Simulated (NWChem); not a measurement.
System: C₂H₄N₂Si; SMILES C(/N=C\[SiH3])#N

The following NWChem deck was run.

```
start job
memory heap 200 mb stack 900 mb global 1100 mb
geometry units angstroms noautosym nocenter noautoz
  N     -0.950558    -2.263485     0.000175
  C     -0.029733    -1.550582     0.000060
  N      1.096621    -0.838468     0.000108
  C      1.082993     0.445003    -0.000584
  Si    -0.466570     1.571893    -0.001890
  H      2.083443     0.909167    -0.000306
  H     -1.261367     1.282769     1.225783
  H      0.003331     2.985461    -0.008383
  H     -1.266887     1.272891    -1.223546
end
basis spherical
  * library 6-31g*
end
dft
  xc xpbe96 cpbe96
  iterations 150
end
cosmo
  do_cosmo_smd true
  solvent acetntrl
end
task dft energy
```

Output (shortened):

```
             Northwest Computational Chemistry Package (NWChem) 7.3.0
             --------------------------------------------------------

                             Geometry "geometry" -> ""
                             -------------------------

 Output coordinates in angstroms (scale by  1.889725989 to convert to a.u.)

  No.       Tag          Charge          X              Y              Z
 ---- ---------------- ---------- -------------- -------------- --------------
    1 N                    7.0000    -0.95055800    -2.26348500     0.00017500
    2 C                    6.0000    -0.02973300    -1.55058200     0.00006000
    3 N                    7.0000     1.09662100    -0.83846800     0.00010800
    4 C                    6.0000     1.08299300     0.44500300    -0.00058400
    5 Si                  14.0000    -0.46657000     1.57189300    -0.00189000
    6 H                    1.0000     2.08344300     0.90916700    -0.00030600
    7 H                    1.0000    -1.26136700     1.28276900     1.22578300
    8 H                    1.0000     0.00333100     2.98546100    -0.00838300
    9 H                    1.0000    -1.26688700     1.27289100    -1.22354600

 Effective nuclear repulsion energy (a.u.)     184.3604365130

  pbe96 is a nonlocal functional; adding pw91lda local functional.

                                 NWChem DFT Module
                                 -----------------

 Summary of "ao basis" -> "ao basis" (spherical)
 ------------------------------------------------------------------------------
       Tag                 Description            Shells   Functions and Types
 ---------------- ------------------------------  ------  ---------------------
 N                           6-31g*                  6       14   3s2p1d
 C                           6-31g*                  6       14   3s2p1d
 Si                          6-31g*                  8       18   4s3p1d
 H                           6-31g*                  2        2   2s

 in cosmo_initialize ...
 calling solv_data for solv:acetntrl

 solvent parameters
 solvname_short: acetntrl
 solvname_long:  acetonitrile
 dielec:       35.6880
 dielecinf:     1.8069
 nonaqueous SMD model solvent descriptors
 dielec:       35.6880
 sola:          0.0700
 solb:          0.3200
 solc:          0.0000
 solg:         41.2500
 solh:          0.0000
 soln:          1.3442

          ---------------
          -cosmo- solvent
          ---------------
 Cosmo: York-Karplus, doi: 10.1021/jp992097l
 dielectric constant -eps-     =  35.69
 screen = (eps-1)/(eps    )    =   0.97198
 surface charge correction     = lagrangian

   van der Waals surface
 --------------------------

 ---------- ATOMIC COORDINATES (A.U.) ------------ VDWR(ANG.) --
     1   -1.79629416   -4.27736643    0.00033070     1.890
     2   -0.05618722   -2.93017510    0.00011338     1.850
     3    2.07231320   -1.58447477    0.00020409     1.890
     4    2.04656002    0.84093373   -0.00110360     1.850
     5   -0.88168945    2.97044705   -0.00357158     2.470
     6    3.93713638    1.71807651   -0.00057826     1.200
     7   -2.38363800    2.42408192    2.31639399     1.200
     8    0.00629468    5.64170324   -0.01584157     1.200
     9   -2.39406929    2.40541520   -2.31216667     1.200
 number of segments per atom =        128
 number of   points per atom =        128
 atom (   nspa,  nppa )
 ----------------------
    1 (     94,     0 )       0
    2 (     40,     0 )       0
    3 (     58,     0 )       0
    4 (     34,     0 )       0
    5 (     88,     0 )       0
    6 (     52,     0 )       0
    7 (     33,     0 )       0
    8 (     31,     0 )       0
    9 (     33,     0 )       0
 number of -cosmo- surface points =      463
 molecular surface =    130.542 angstrom**2
 molecular volume  =    115.052 angstrom**3
 -lineq- algorithm             =   0
 -bem- low  level              =   3
 -bem- from -octahedral-
 gaussian surface charge width =   4.50000
 degree of switching           =   1.00000
 switching function tolerance  =   0.00010
 atomic radii =
 --------------
    1  7.000  1.890
    2  6.000  1.850
    3  7.000  1.890
    4  6.000  1.850
    5 14.000  2.470
    6  1.000  1.200
    7  1.000  1.200
    8  1.000  1.200
    9  1.000  1.200
 ...... end of -cosmo- initialization ......

 nat:                     9
 ixmem:                  4523
 calling mnsol_interface()
 G(SMD-CDS) energy (kcal/mol)  =     0.301
 SMD-CDS SASA (angstrom**2)    =   147.627

            General Information
            -------------------
          SCF calculation type: DFT
          Wavefunction type:  closed shell.
          No. of atoms     :     9
          No. of electrons :    44
           Alpha electrons :    22
            Beta electrons :    22
          Charge           :     0
          Spin multiplicity:     1
          Use of symmetry is: off; symmetry adaption is: off
          Maximum number of iterations: 150
          AO basis - number of functions:    82
                     number of shells:    40
          Convergence on energy requested:  1.00D-06
          Convergence on density requested:  1.00D-05
          Convergence on gradient requested:  5.00D-04

              XC Information
              --------------
          PerdewBurkeErnzerhof Exchange Functional  1.000
            Perdew 1991 LDA Correlation Functional  1.000 local
           PerdewBurkeErnz. Correlation Functional  1.000 non-local

             Grid Information
             ----------------
          Grid used for XC integration:  medium
          Radial quadrature: Mura-Knowles
          Angular quadrature: Lebedev.
          Tag              B.-S. Rad. Rad. Pts. Rad. Cut. Ang. Pts.
          ---              ---------- --------- --------- ---------
          N                   0.65       49          12.0       434
          C                   0.70       49          11.0       434
          Si                  1.10       88          10.0       590
          H                   0.35       45          12.0       434
          Grid pruning is: on
          Number of quadrature shells:   464
          Spatial weights used:  Erf1

      Superposition of Atomic Density Guess
      -------------------------------------

 Sum of atomic energies:        -474.71822247

      Non-variational initial energy
      ------------------------------

 Total energy =    -476.921583
 1-e energy   =   -1017.275849
 2-e energy   =     355.993830
 HOMO         =      -0.281266
 LUMO         =      -0.068221

   convergence    iter        energy       DeltaE   RMS-Dens  Diis-err
 ---------------- ----- ----------------- --------- --------- ---------
     COSMO gas phase
 d= 0,ls=0.0,diis     1   -477.0040785416 -6.61D+02  3.60D-02  1.06D+00
 d= 0,ls=0.5,diis     2   -473.6719713165  3.33D+00  9.01D-03  1.65D+01
 d= 0,ls=0.5,diis     3   -474.9370352747 -1.27D+00  6.29D-03  9.39D+00
 d= 0,ls=0.5,diis     4   -475.5501770349 -6.13D-01  5.26D-03  5.90D+00
 d= 0,ls=0.5,diis     5   -475.9592495066 -4.09D-01  5.08D-03  3.71D+00
 d= 0,ls=0.5,diis     6   -476.2702744860 -3.11D-01  3.91D-03  2.35D+00
 d= 0,ls=0.5,diis     7   -476.4386059580 -1.68D-01  3.95D-03  1.83D+00
 d= 0,ls=0.5,diis     8   -476.5755656237 -1.37D-01  4.85D-03  1.43D+00
 d= 0,ls=0.5,diis     9   -476.7424057628 -1.67D-01  7.09D-03  7.36D-01
 d= 0,ls=0.5,diis    10   -476.9121621348 -1.70D-01  5.88D-03  1.25D-01
 d= 0,ls=0.5,diis    11   -476.9812521370 -6.91D-02  4.94D-03  1.62D-01
  Resetting Diis
 d= 0,ls=0.5,diis    12   -477.0255506790 -4.43D-02  3.86D-03  2.21D-01
 d= 0,ls=0.5,diis    13   -477.0532291918 -2.77D-02  7.69D-03  2.69D-01
 d= 0,ls=0.5,diis    14   -477.0803419610 -2.71D-02  2.88D-03  3.09D-01
 d= 0,ls=0.5,diis    15   -477.1148437408 -3.45D-02  2.33D-03  9.13D-02
 d= 0,ls=0.5,diis    16   -477.1312701326 -1.64D-02  1.73D-03  2.72D-02
 d= 0,ls=0.5,diis    17   -477.1390050796 -7.73D-03  1.14D-03  6.69D-03
 d= 0,ls=0.5,diis    18   -477.1425971435 -3.59D-03  8.75D-04  3.43D-03
 d= 0,ls=0.5,diis    19   -477.1447370251 -2.14D-03  6.72D-04  2.09D-03
 d= 0,ls=0.5,diis    20   -477.1460118096 -1.27D-03  5.23D-04  1.42D-03
 d= 0,ls=0.5,diis    21   -477.1468259765 -8.14D-04  4.15D-04  9.03D-04
 d= 0,ls=0.5,diis    22   -477.1473369690 -5.11D-04  3.27D-04  6.00D-04
 d= 0,ls=0.5,diis    23   -477.1476603760 -3.23D-04  2.61D-04  4.05D-04
 d= 0,ls=0.5,diis    24   -477.1478692829 -2.09D-04  2.08D-04  2.67D-04
 d= 0,ls=0.5,diis    25   -477.1480027632 -1.33D-04  1.67D-04  1.85D-04
 d= 0,ls=0.5,diis    26   -477.1480909081 -8.81D-05  1.35D-04  1.22D-04
 d= 0,ls=0.5,diis    27   -477.1481482283 -5.73D-05  1.10D-04  8.38D-05
 d= 0,ls=0.5,diis    28   -477.1481858196 -3.76D-05  8.85D-05  5.78D-05
 d= 0,ls=0.5,diis    29   -477.1482108114 -2.50D-05  7.18D-05  3.83D-05
 d= 0,ls=0.5,diis    30   -477.1482273006 -1.65D-05  5.82D-05  2.56D-05
 d= 0,ls=0.5,diis    31   -477.1482381741 -1.09D-05  4.74D-05  1.71D-05
 d= 0,ls=0.5,diis    32   -477.1482453769 -7.20D-06  3.86D-05  1.14D-05
 d= 0,ls=0.5,diis    33   -477.1482501591 -4.78D-06  3.14D-05  7.64D-06
 d= 0,ls=0.5,diis    34   -477.1482533276 -3.17D-06  2.56D-05  5.11D-06
 d= 0,ls=0.5,diis    35   -477.1482554374 -2.11D-06  2.09D-05  3.41D-06
 d= 0,ls=0.5,diis    36   -477.1482568384 -1.40D-06  1.70D-05  2.27D-06
 d= 0,ls=0.5,diis    37   -477.1482577707 -9.32D-07  1.39D-05  1.52D-06
 d= 0,ls=0.5,diis    38   -477.1482583906 -6.20D-07  1.13D-05  1.01D-06
 d= 0,ls=0.5,diis    39   -477.1482588031 -4.12D-07  9.25D-06  6.69D-07

[...]

                                COSMO-SMD solvation results
                                ---------------------------

             internal energy in gas <Psi(g)|H|Psi(g)> =      -477.148259077294
         internal energy in solvent <Psi(s)|H|Psi(s)> =      -477.145555088417
                               delta internal energy  =         0.002703988877 (    1.70 kcal/mol)
   total free energy in solvent <Psi(s)|H+V/2|Psi(s)> =      -477.157832170486
 polarization energy contribution <Psi(s)|V/2|Psi(s)> =        -0.012277082069 (   -7.70 kcal/mol)
    total free energy in solvent including G(SMD-CDS) =      -477.157353062545
                       G(SMD-CDS) energy contribution =         0.000479107941 (    0.30 kcal/mol)
     1 M fixed-concentration free energy of solvation =        -0.009093985251 (   -5.71 kcal/mol)

                       DFT Final Molecular Orbital Analysis
                       ------------------------------------

 Vector   20  Occ=2.000000D+00  E=-3.130209D-01
              MO Center= -2.7D-01, -1.0D+00, -4.5D-04, r^2= 3.7D+00
   Bfn.  Coefficient  Atom+Function         Bfn.  Coefficient  Atom+Function
  ----- ------------  ---------------      ----- ------------  ---------------
     3      0.350532  1 N  px                18     -0.344660  2 C  py
    45     -0.232597  4 C  px                 7      0.211245  1 N  px
     4     -0.182456  1 N  py                64     -0.163482  5 Si py
    48      0.140470  4 C  s                 21      0.130920  2 C  px
    75     -0.116705  6 H  s                 76     -0.117082  6 H  s

 Vector   21  Occ=2.000000D+00  E=-2.836962D-01
              MO Center= -8.9D-02, -1.1D+00,  5.5D-04, r^2= 3.3D+00
   Bfn.  Coefficient  Atom+Function         Bfn.  Coefficient  Atom+Function
  ----- ------------  ---------------      ----- ------------  ---------------
     5      0.395230  1 N  pz                47     -0.276858  4 C  pz
    33     -0.268465  3 N  pz                19      0.256683  2 C  pz
     9      0.248508  1 N  pz                37     -0.181569  3 N  pz
    51     -0.179104  4 C  pz                23      0.139890  2 C  pz
    78      0.108814  7 H  s                 82     -0.108447  9 H  s

 Vector   22  Occ=2.000000D+00  E=-2.389071D-01
              MO Center=  5.9D-01, -7.0D-01, -1.1D-04, r^2= 3.4D+00
   Bfn.  Coefficient  Atom+Function         Bfn.  Coefficient  Atom+Function
  ----- ------------  ---------------      ----- ------------  ---------------
    31      0.366125  3 N  px                35      0.262886  3 N  px
     4      0.259945  1 N  py                34      0.243860  3 N  s
    32     -0.222629  3 N  py                63      0.213094  5 Si px
     8      0.189229  1 N  py                45     -0.188066  4 C  px
    36     -0.166214  3 N  py                76     -0.151375  6 H  s

 Vector   23  Occ=0.000000D+00  E=-1.210127D-01
              MO Center=  5.7D-01, -2.1D-01, -2.0D-04, r^2= 3.2D+00
   Bfn.  Coefficient  Atom+Function         Bfn.  Coefficient  Atom+Function
  ----- ------------  ---------------      ----- ------------  ---------------
    47      0.451839  4 C  pz                51      0.440917  4 C  pz
    37     -0.335183  3 N  pz                33     -0.333384  3 N  pz
     5      0.265225  1 N  pz                 9      0.241047  1 N  pz
    78     -0.215087  7 H  s                 82      0.214225  9 H  s
    69      0.169966  5 Si pz                19     -0.134273  2 C  pz

 Vector   24  Occ=0.000000D+00  E=-1.707360D-02
              MO Center= -4.7D-01,  2.3D-01, -8.3D-04, r^2= 5.4D+00
   Bfn.  Coefficient  Atom+Function         Bfn.  Coefficient  Atom+Function
  ----- ------------  ---------------      ----- ------------  ---------------
    48      0.740989  4 C  s                 68      0.662184  5 Si py
    67     -0.496689  5 Si px                80     -0.376525  8 H  s
     8      0.323541  1 N  py                20     -0.321571  2 C  s
     4      0.274895  1 N  py                64      0.257565  5 Si py
    50      0.255763  4 C  py                18     -0.237720  2 C  py

 Vector   25  Occ=0.000000D+00  E= 2.011687D-02
              MO Center= -5.1D-01,  1.1D+00, -1.7D-03, r^2= 4.9D+00
   Bfn.  Coefficient  Atom+Function         Bfn.  Coefficient  Atom+Function
  ----- ------------  ---------------      ----- ------------  ---------------
    67      1.099602  5 Si px                78      0.578658  7 H  s
    82      0.578174  9 H  s                 48     -0.532744  4 C  s
    80     -0.434612  8 H  s                 63      0.335366  5 Si px
    20     -0.323077  2 C  s                 22     -0.290405  2 C  py
    35     -0.289137  3 N  px                49      0.274266  4 C  px

     Multipole analysis of the density
     ---------------------------------

     L   x y z        total         alpha         beta         nuclear
     -   - - -        -----         -----         ----         -------
     0   0 0 0     -0.000000    -22.000000    -22.000000     44.000000

     1   1 0 0      0.899409      0.101484      0.101484      0.696442
     1   0 1 0      1.971607      0.882204      0.882204      0.207199
     1   0 0 1     -0.000816      0.031788      0.031788     -0.064392

     2   2 0 0    -28.085907    -71.840514    -71.840514    115.595121
     2   1 1 0     -1.886694     -1.298300     -1.298300      0.709905
     2   1 0 1     -0.000619     -0.020792     -0.020792      0.040965
     2   0 2 0    -32.380378   -201.878248   -201.878248    371.376119
     2   0 1 1      0.000788      0.103001      0.103001     -0.205215
     2   0 0 2    -26.897953    -18.805094    -18.805094     10.712234
```

Level: PBE/6-31G* (spherical d), SMD on the gas-phase geometry. Structure relaxed at the PBE0/def2-SVP level. Solvent: acetonitrile.
